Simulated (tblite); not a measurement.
Compound: C5H10BFS.
Numbering: `[BH2:1][C@@H:2]1[CH2:3][S:4][CH2:5][C@H:6]([F:7])[CH2:8]1` (hydrogens: H9, H10 on B1; H11 on C2; H12, H13 on C3; H14, H15 on C5; H16 on C6; H17, H18 on C8)

Computed with GFN2-xTB (tblite), gas phase: L-BFGS steps from a force-field or distance-geometry start until the largest atomic force falls under 0.01 eV/Å.

Step 34: E = -680.6420 eV
```
atom  x, y, z in Å  |  force x, y, z in eV/Å
B1      2.5250   -0.1814   -0.4459    0.005  -0.004   0.024
C2      0.9685   -0.0039   -0.6114    0.033   0.008  -0.019
C3      0.4843    1.4335   -0.4384    0.040  -0.008  -0.026
S4     -1.1615    1.6818   -1.1729   -0.061   0.035  -0.041
C5     -2.0323    0.4336   -0.1890    0.021   0.024  -0.005
C6     -1.3638   -0.9217   -0.3457   -0.002  -0.031  -0.035
F7     -2.1224   -1.8591    0.3352   -0.013  -0.035   0.038
C8      0.0651   -0.9526    0.1879    0.059   0.019  -0.040
H9      2.9855   -1.2040   -0.1222   -0.053  -0.006   0.001
H10     3.2245    0.7151   -0.7144    0.011  -0.025   0.020
H11     0.8225   -0.2526   -1.6778    0.057  -0.005   0.000
H12     0.4272    1.7018    0.6172    0.006   0.038  -0.005
H13     1.1352    2.1337   -0.9555    0.013   0.049   0.005
H14    -3.0546    0.4051   -0.5608   -0.044  -0.024   0.023
H15    -2.0316    0.7474    0.8544   -0.015   0.001   0.068
H16    -1.3834   -1.2296   -1.4003   -0.018  -0.008  -0.008
H17     0.0649   -0.6662    1.2422   -0.029   0.001   0.007
H18     0.4383   -1.9747    0.1209   -0.010  -0.029  -0.008
```

Step 35: E = -680.6430 eV
```
atom  x, y, z in Å  |  force x, y, z in eV/Å
B1      2.5266   -0.1830   -0.4444   -0.011   0.009   0.016
C2      0.9696   -0.0035   -0.6127    0.029   0.033  -0.017
C3      0.4846    1.4347   -0.4394    0.016  -0.004  -0.034
S4     -1.1641    1.6850   -1.1724   -0.033  -0.002  -0.010
C5     -2.0325    0.4340   -0.1887    0.017   0.012  -0.002
C6     -1.3651   -0.9217   -0.3476    0.024  -0.028  -0.026
F7     -2.1215   -1.8580    0.3379   -0.013  -0.027   0.015
C8      0.0638   -0.9515    0.1854    0.088   0.020  -0.025
H9      2.9840   -1.2074   -0.1207   -0.053   0.006   0.000
H10     3.2280    0.7129   -0.7132   -0.001  -0.041   0.028
H11     0.8268   -0.2534   -1.6796    0.051   0.006   0.009
H12     0.4254    1.7026    0.6171    0.017   0.028  -0.031
H13     1.1328    2.1380   -0.9568    0.013   0.025   0.019
H14    -3.0556    0.4042   -0.5580   -0.046  -0.014   0.020
H15    -2.0301    0.7433    0.8567   -0.014   0.009   0.044
H16    -1.3827   -1.2317   -1.4017   -0.041  -0.004   0.001
H17     0.0633   -0.6648    1.2393   -0.032   0.013   0.018
H18     0.4380   -1.9734    0.1223   -0.012  -0.038  -0.023
```

Q: Estimate the geometry and energy of step 36. (The exact step hangs on the optimiser's Hessian estimate; all steps are aligned on step 35, rigid shifts and turns removed.)

A: E = -680.6439 eV, largest force 0.072 eV/Å
```
atom  x, y, z in Å  |  force x, y, z in eV/Å
B1      2.5277   -0.1847   -0.4434   -0.020   0.019   0.012
C2      0.9710   -0.0025   -0.6144    0.016   0.044  -0.008
C3      0.4853    1.4359   -0.4406   -0.012   0.010  -0.035
S4     -1.1670    1.6881   -1.1715    0.000  -0.034   0.017
C5     -2.0328    0.4341   -0.1884    0.002  -0.010   0.009
C6     -1.3654   -0.9222   -0.3496    0.036  -0.012  -0.005
F7     -2.1205   -1.8580    0.3399    0.001  -0.010  -0.010
C8      0.0641   -0.9498    0.1831    0.071   0.009  -0.005
H9      2.9811   -1.2107   -0.1192   -0.049   0.006   0.000
H10     3.2313    0.7095   -0.7121   -0.001  -0.043   0.030
H11     0.8312   -0.2536   -1.6812    0.043   0.013   0.008
H12     0.4247    1.7038    0.6165    0.025   0.017  -0.050
H13     1.1311    2.1425   -0.9574    0.012   0.004   0.022
H14    -3.0572    0.4029   -0.5554   -0.029  -0.005   0.022
H15    -2.0294    0.7391    0.8594   -0.011   0.011   0.007
H16    -1.3825   -1.2338   -1.4033   -0.054  -0.001   0.008
H17     0.0609   -0.6621    1.2370   -0.024   0.017   0.014
H18     0.4377   -1.9722    0.1242   -0.006  -0.035  -0.034
```

The energy changes by -0.0009 eV. The first-order estimate −F·Δx gives -0.0012 eV and the mean of the old and new forces, exact on a quadratic surface, -0.0009 eV. The step makes an angle of 64° with the force vector and moves no atom by more than 0.005 Å.

What follows is the cost of the whole relaxation. On one thread of an Arm Neoverse V1, no GPU, shared host, this took 0.49 s.
